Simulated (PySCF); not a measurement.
Geometry:
| atom | x (Å) | y (Å) | z (Å) |
| --- | --- | --- | --- |
| C1 | 2.593 | 0.897 | -0.678 |
| C2 | 1.986 | -0.123 | -0.057 |
| B3 | 0.452 | -0.169 | 0.231 |
| N4 | -0.434 | 0.945 | 0.290 |
| C5 | -1.737 | 0.509 | 0.755 |
| C6 | -1.734 | -1.001 | 0.464 |
| N7 | -0.324 | -1.340 | 0.463 |
| H8 | 2.029 | 1.773 | -1.018 |
| H9 | 3.668 | 0.906 | -0.890 |
| H10 | 2.608 | -0.979 | 0.238 |
| H11 | -0.158 | 1.900 | 0.465 |
| H12 | -2.572 | 1.016 | 0.243 |
| H13 | -1.864 | 0.687 | 1.841 |
| H14 | -2.313 | -1.560 | 1.218 |
| H15 | -2.203 | -1.201 | -0.520 |
| H16 | -0.053 | -2.285 | 0.235 |

Theory: CAM-B3LYP/pcSseg-1 with gauge-including orbitals, PBE0-D3(BJ)/def2-SVP geometry, in PySCF (single conformer, fast rotation and ring inversion assumed for equivalent nuclei, no solvent, relativity neglected).

Shifts are taken against calculated references (same method and geometry level): TMS for ¹³C, ¹H; ¹¹B vs BF3·OEt2; ¹⁵N vs NH3.

```json
{"atoms": "H10", "nucleus": "¹H", "count": "1", "δ (ppm)": "6.17"}
{"atoms": "B3", "nucleus": "¹¹B", "count": "1", "δ (ppm)": "?"}
{"atoms": "N4/N7", "nucleus": "¹⁵N", "count": "2", "δ (ppm)": "80.7"}
{"atoms": "H9", "nucleus": "¹H", "count": "1", "δ (ppm)": "5.92"}
{"atoms": "H11/H16", "nucleus": "¹H", "count": "2", "δ (ppm)": "2.04"}
{"atoms": "C5/C6", "nucleus": "¹³C", "count": "2", "δ (ppm)": "47.7"}
{"atoms": "H8", "nucleus": "¹H", "count": "1", "δ (ppm)": "5.92"}
{"atoms": "H12/H13/H14/H15", "nucleus": "¹H", "count": "4", "δ (ppm)": "3.26"}
{"atoms": "C1", "nucleus": "¹³C", "count": "1", "δ (ppm)": "?"}
{"atoms": "C2", "nucleus": "¹³C", "count": "1", "δ (ppm)": "?"}
```

**Question.** Fill in the missing shifts.

**Answer.** 
- C2: 144.6 ppm, alkene CH; as expected for a trigonal carbon in a double bond
- C1: 141.3 ppm, terminal =CH2 carbon; an sp2 carbon of a C=C bond
- B3: 31.7 ppm, boron bonded to C, 2 N, in a 5-membered ring

OH/NH shifts are gas-phase values; hydrogen bonding in solution moves them, usually downfield. A carbon bonded to boron is broadened by the quadrupolar boron nucleus and is often missing from a measured spectrum. Shifts are as computed, not scaled to solution data. Of 1211 compounds with measured shifts, 218 miss one by over three times the rms of a fit or turn the order of signals round; such compounds aren't used in these exercises. Experimental scales use liquid or dissolved standards, which lie at an offset from isolated NH3 (liquid NH3: subtract about 20 ppm).
